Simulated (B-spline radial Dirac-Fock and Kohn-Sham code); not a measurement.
# Auger parameter of thallium: the M5 level and its strongest M5-NN line

Model: Dirac-Fock ΔSCF + Breit + QED. Program: a B-spline atomic structure program. The modified Auger parameter α′ is the binding energy plus the kinetic energy of the Auger electron; it does not depend on the energy zero. For free ions it tends to fall with charge, since less charge screens the final holes.

```
            species           configuration  binding 3d5/2 (eV)  Auger line  kinetic (eV)  α′ (eV)
                 Tl  [Xe] 4f14 5d10 6s2 6p1              2396.4    N5N5 J=4        1578.7   3975.1
                 Tl  [Xe] 4f14 5d10 6s1 6p2              2398.3    N5N5 J=4        1576.9   3975.2
                Tl⁺      [Xe] 4f14 5d10 6s2              2404.6    N5N5 J=4        1569.0   3973.6
               Tl²⁺      [Xe] 4f14 5d10 6s1              2415.6    N5N5 J=4        1556.9   3972.5
               Tl³⁺          [Xe] 4f14 5d10              2427.6    N5N5 J=4        1543.9   3971.5
Tl³⁺ (Watson 1.6 Å)          [Xe] 4f14 5d10              2400.7    N5N5 J=4        1570.9   3971.6
```

Values without a named source are computed, but for edge energies of neutral atoms, which are taken from tables.
